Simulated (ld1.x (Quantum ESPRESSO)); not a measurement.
# What one change does to a pseudopotential (chromium (Cr), TM)

ld1.x (Quantum ESPRESSO) 7.5 input, shortened:

```
&input
   title='Cr', zed=24., rel=1, dft='PBE', iswitch=3,
   config='[Ar] 3d3 4s0 4p0'
 /
 &inputp
   pseudotype=2, tm=.true., lloc=-1, rcloc=0.80,
   nlcc=.false.
 /
3
3S  1  0   2.00   0.00  1.45  1.45  0.0
3P  2  1   6.00   0.00  0.95  0.95  0.0
3D  3  2   3.00   0.00  0.95  0.95  0.0
 &test
   configts(1)='3s2 3p6 3d3 4s0 4p0'
 /
```

All-electron outer shells of the reference configuration (PBE, scalar-relativistic, ld1.x):

```tsv
shell	level (eV)	outermost node (bohr)	outermost maximum (bohr)
2p	-601.11	–	0.20
3s	-112.71	0.36	0.78
3p	-83.74	0.33	0.79
3d	-39.12	–	0.80
4s	-28.99	1.08	2.19
4p	-22.65	1.16	2.48
```

Change: all radii scaled by about 0.78 (s 1.14, p 0.74, d 0.74 bohr); local potential all-electron potential smoothed inside 0.62 bohr (lloc = -1).

Cutoffs: the cutoffs (Ry, on a coarse ladder) from which the occupation-weighted sum of valence levels, in a spherical-Bessel basis at the reference potential, stays within 10 and 1 mRy of its value at 400 Ry; they do not see the model core or the augmentation charge, which bear on the density cutoff. Errors are all-electron minus pseudo energies relative to the spin-unpolarised reference configuration.

**Question.** Predict the effect on cutoff, ghosts and configuration errors.

**Answer.** A bound ghost appears in s, which as a rule spoils a file; the number of tests that count goes from 7 to 4; of the 4 tests that both files solve, the error grows in 0 and shrinks in 3 by more than 15 % and 0.3 meV (median size 23.1 → 16.3 meV). Less of the atom is replaced, so other configurations are described better.

```csv
quantity,base,changed
"cutoff, loose",180 Ry,260 Ry
"cutoff, tight",230 Ry,over 300 Ry
loose cutoff by channel (10 mRy a level),"s 35 Ry, p 70 Ry, d 160 Ry","s 60 Ry, p 50 Ry, d 230 Ry"
bound ghosts,none,s
"tests counted (converged, no solver errors)",7 of 7,4 of 7
"error for 3s2 3p6 3d5 4s0 4p0, meV [ΔE -46.80 eV]",+23,+16
"error for 3s2 3p6 3d4 4s0 4p0, meV [ΔE -30.75 eV]",+12,+7.1
"error for 3s2 3p6 3d2 4s0 4p0, meV [ΔE 48.36 eV]",+34,+32
"error for 3s2 3p6 3d6 4s0 4p0, meV [ΔE -51.97 eV]",+23,+17
```

Base: These tests converged, but a pseudo level misses the all-electron one widely, so the file describes the atom poorly there or has found another state: 3s2 3p6 3d2 4s0 4p0: empty 4s by 5.3 eV (a node warning on the way). Changed file: Tests not counted: 3s2 3p6 3d5 4s1 4p0 (solver errors, printed error -2272 eV); 3s2 3p6 3d5.5 4s0.5 4p0 (solver errors, printed error -645 meV); 3s2 3p6 3d4 4s2 4p0 (solver errors, printed error -2315 eV). A true bound ghost makes a file unfit for plane-wave use even where its test errors are small: the radial tests pick states by their node count and pass the ghost by. Where a test does run into it, the solver fails or the error is huge.
